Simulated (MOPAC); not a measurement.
MOPAC input (PM7):

```
PM7 PRECISE GNORM=0.05 LET XYZ GEO-OK AUX(PRECISION=9) THREADS=1
C2HF3O

O     1.72672300 1   -0.86871500 1   -0.67641100 1
C     1.18174900 1    0.10347800 1   -0.25439100 1
C    -0.31702500 1    0.12818000 1    0.11483300 1
F    -0.44622200 1    0.46472800 1    1.41214200 1
F    -0.91571300 1   -1.03781800 1   -0.08897600 1
F    -0.93666200 1    1.07162700 1   -0.61928200 1
H     1.68524700 1    1.07293500 1   -0.08631900 1
```

Output:

```
 *******************************************************************************
 **                                                                           **
 **                              MOPAC v23.2.5                                **
 **                                                                           **
 *******************************************************************************
 ** MOPAC's Digital Object Identifier: https://doi.org/10.5281/zenodo.6511958 **
 **                                                                           **
 ** Please cite the open-source release paper for use of this MOPAC version:  **
 ** J. E. Moussa and J. J. P. Stewart (2026)                                  **
 ** MOPAC: An open-source semiempirical molecular orbital program             **
 ** J. Open Source Softw., 11(119), 8025, https://doi.org/10.21105/joss.08025 **
 *******************************************************************************

                              PM7 CALCULATION RESULTS

 *******************************************************************************
 *  PM7        - The PM7 Hamiltonian to be used
 *  GEO-OK     - OVERRIDE INTERATOMIC DISTANCE AND OTHER SAFETY CHECKS
 *  LET        - OVERRIDE SOME SAFETY CHECKS
 *  PRECISE    - TIGHTER CRITERIA TO BE USED
 *  XYZ        - CARTESIAN COORDINATE SYSTEM TO BE USED
 *  GNORM      - EXIT WHEN GRADIENT NORM DROPS BELOW 0.050
 *  AUX        - OUTPUT AUXILIARY INFORMATION
 *******************************************************************************
PM7 PRECISE GNORM=0.05 LET XYZ GEO-OK AUX(PRECISION=9) THREADS=1
 C2HF3O

   ATOM   CHEMICAL          X               Y               Z
  NUMBER   SYMBOL      (ANGSTROMS)     (ANGSTROMS)     (ANGSTROMS)

     1       O          1.72672300  *  -0.86871500  *  -0.67641100  *
     2       C          1.18174900  *   0.10347800  *  -0.25439100  *
     3       C         -0.31702500  *   0.12818000  *   0.11483300  *
     4       F         -0.44622200  *   0.46472800  *   1.41214200  *
     5       F         -0.91571300  *  -1.03781800  *  -0.08897600  *
     6       F         -0.93666200  *   1.07162700  *  -0.61928200  *
     7       H          1.68524700  *   1.07293500  *  -0.08631900  *

          CARTESIAN COORDINATES

    NO.       ATOM           X           Y           Z

     1         O          1.7267     -0.8687     -0.6764
     2         C          1.1817      0.1035     -0.2544
     3         C         -0.3170      0.1282      0.1148
     4         F         -0.4462      0.4647      1.4121
     5         F         -0.9157     -1.0378     -0.0890
     6         F         -0.9367      1.0716     -0.6193
     7         H          1.6852      1.0729     -0.0863

 General Reference for PM7:
 "Optimization of Parameters for Semiempirical Methods VI: More Modifications to the
 NDDO Approximations and Re-optimization of Parameters", J. J. P. Stewart, J. Mol. Mod., 1:32, 19 (2013)
 https://link.springer.com/article/10.1007/s00894-012-1667-x

           Empirical Formula: C2 H O F3  =     7 atoms

      MOLECULAR POINT GROUP   :   Cs

      RHF CALCULATION, NO. OF DOUBLY OCCUPIED LEVELS = 18

          Geometry optimization using EF

          DIAGONAL MATRIX USED AS START HESSIAN

 CYCLE:     1  GRAD.:    47.016 HEAT: -182.6411
 CYCLE:     2  GRAD.:   361.655 HEAT: -164.0842
 CYCLE:     3  GRAD.:   200.394 HEAT: -171.5639
 CYCLE:     4  GRAD.:   253.615 HEAT: -171.3650
 CYCLE:     5  GRAD.:   269.650 HEAT: -170.0688
 CYCLE:     6  GRAD.:   450.831 HEAT: -161.4408
 CYCLE:     7  GRAD.:   255.086 HEAT: -170.6418
 CYCLE:     8  GRAD.:   154.108 HEAT: -177.0647
 CYCLE:     9  GRAD.:   143.735 HEAT: -179.2772
 CYCLE:    10  GRAD.:    97.832 HEAT: -182.5598
 CYCLE:    11  GRAD.:    40.765 HEAT: -184.1058
 CYCLE:    12  GRAD.:    60.381 HEAT: -184.1553
 CYCLE:    13  GRAD.:    22.549 HEAT: -184.5941
 CYCLE:    14  GRAD.:   166.851 HEAT: -179.1286
 CYCLE:    15  GRAD.:    10.833 HEAT: -184.6688
 CYCLE:    16  GRAD.:    13.925 HEAT: -184.6206
 CYCLE:    17  GRAD.:     0.938 HEAT: -184.7231
 CYCLE:    18  GRAD.:     0.462 HEAT: -184.7235
 CYCLE:    19  GRAD.:     0.196 HEAT: -184.7237
 CYCLE:    20  GRAD.:     0.231 HEAT: -184.7237
 CYCLE:    21  GRAD.:     0.053 HEAT: -184.7238
 CYCLE:    22  GRAD.:     0.020 HEAT: -184.7238

     GRADIENT =  0.02014 IS LESS THAN CUTOFF =  0.05000

 -------------------------------------------------------------------------------
 PM7 PRECISE GNORM=0.05 LET XYZ GEO-OK AUX(PRECISION=9) THREADS=1
 C2HF3O

     GEOMETRY OPTIMISED USING EIGENVECTOR FOLLOWING (EF).
     SCF FIELD WAS ACHIEVED

                              PM7 CALCULATION
                                                       MOPAC v23.2.5 Linux

          FINAL HEAT OF FORMATION =       -184.72376 KCAL/MOL =    -772.88419 KJ/MOL

          COSMO AREA              =        103.84 SQUARE ANGSTROMS
          COSMO VOLUME            =         88.02 CUBIC ANGSTROMS

          GRADIENT NORM           =          0.02014          =       0.00761 PER ATOM
          IONIZATION POTENTIAL    =         11.490977 EV
          HOMO LUMO ENERGIES (EV) =        -11.491 -0.905
          NO. OF FILLED LEVELS    =         18
          MOLECULAR WEIGHT        =         98.0245         POINT GROUP:  Cs

          MOLECULAR DIMENSIONS (Angstroms)

            Atom       Atom       Distance
            H     7    F     5     3.37947
            O     1    F     4     3.16656
            O     1    F     6     1.99626

          SCF CALCULATIONS        =         23

   ATOM   CHEMICAL          X               Y               Z
  NUMBER   SYMBOL      (ANGSTROMS)     (ANGSTROMS)     (ANGSTROMS)

     1       O          1.69345341  *  -0.89532658  *  -0.67637360  *
     2       C          1.23013838  *   0.12268019  *  -0.26033868  *
     3       C         -0.28238542  *   0.14889506  *   0.11266881  *
     4       F         -0.49122577  *   0.45670177  *   1.38963560  *
     5       F         -0.89547181  *  -1.00954340  *  -0.08541338  *
     6       F         -0.96864157  *   1.04747821  *  -0.58776687  *
     7       H          1.77752937  *   1.05809789  *  -0.11304495  *

                             CARTESIAN COORDINATES

   1    O        1.693453409    -0.895326579    -0.676373603
   2    C        1.230138380     0.122680188    -0.260338683
   3    C       -0.282385419     0.148895057     0.112668809
   4    F       -0.491225766     0.456701772     1.389635597
   5    F       -0.895471812    -1.009543404    -0.085413375
   6    F       -0.968641565     1.047478210    -0.587766867
   7    H        1.777529370     1.058097888    -0.113044950

           Empirical Formula: C2 H O F3  =     7 atoms

      MOLECULAR POINT GROUP   :   Cs

                  EIGENVALUES
 -42.35495 -41.99132 -41.93422 -32.87816 -26.58184 -22.50089 -19.71283 -19.50932
 -19.06465 -17.03354 -17.02918 -16.68648 -16.52022 -15.87229 -15.73039 -15.24476
 -15.23439 -11.49098  -0.90502   0.81200   1.93983   2.17115   2.30072   3.38029
   3.97265

              NET ATOMIC CHARGES AND DIPOLE CONTRIBUTIONS

  ATOM NO.   TYPE          CHARGE      No. of ELECS.   s-Pop       p-Pop
    1          O          -0.291057        6.2911     1.87819     4.41287
    2          C           0.270546        3.7295     1.16414     2.56532
    3          C           0.415711        3.5843     1.19992     2.38437
    4          F          -0.190677        7.1907     1.96801     5.22267
    5          F          -0.170745        7.1707     1.96768     5.20306
    6          F          -0.190677        7.1907     1.96801     5.22267
    7          H           0.156898        0.8431     0.84310
 DIPOLE           X         Y         Z       TOTAL
 POINT-CHG.     2.078     1.956     0.083     2.855
 HYBRID        -0.494    -0.229     0.051     0.547
 SUM            1.584     1.727     0.133     2.347

          ATOMIC ORBITAL ELECTRON POPULATIONS

     Atom    s        px        py        pz
    1  O   1.87819   1.75009   1.37798   1.28480
    2  C   1.16414   0.89557   0.93557   0.73418
    3  C   1.19992   0.90420   0.73837   0.74179
    4  F   1.96801   1.96126   1.93265   1.32875
    5  F   1.96768   1.82559   1.42535   1.95212
    6  F   1.96801   1.79350   1.65198   1.77718
    7  H   0.84310

 **********************
 *                    *
 * JOB ENDED NORMALLY *
 *                    *
 **********************

 == MOPAC DONE ==
```

The geometry given is a B3LYP-D3(BJ)/def2-TZVP minimum.
